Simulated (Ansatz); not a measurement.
Mulliken charges of `[NH]=[V]([NH2])([OH])[Cl]` from r2SCAN/def2-TZVPP in Ansatz (PBE0-D4/def2-TZVP geometry).

```tsv
atom	x (Å)	y (Å)	z (Å)	charge (e)
N1	-0.073	1.533	0.010	-0.548
V2	-0.172	-0.019	-0.373	1.039
N3	1.214	-0.790	0.503	-0.463
O4	-1.708	-0.714	0.148	-0.459
Cl5	0.056	-0.253	-2.532	-0.317
H6	-0.038	2.542	0.070	0.177
H7	1.924	-0.331	1.050	0.184
H8	1.295	-1.799	0.537	0.165
H9	-2.410	-0.214	0.569	0.224
```

Task: By hand: the dipole of these point charges (1 e Å = 4.8032 D).

Result: Σ q r = (0.087, -0.042, 0.530) e Å, of length 0.539 e Å = 2.59 D.

Task: How does the dipole of the full density compare? (Estimate.)

Result: Ansatz gave: (0.067, 0.217, 0.667) e Å, 3.38 D; the point charges give 0.77 times that, at 23° from its direction.

Point charges leave out the atoms' own dipoles, such as those of lone pairs, and Mulliken's split depends on the basis, so the two needn't agree.
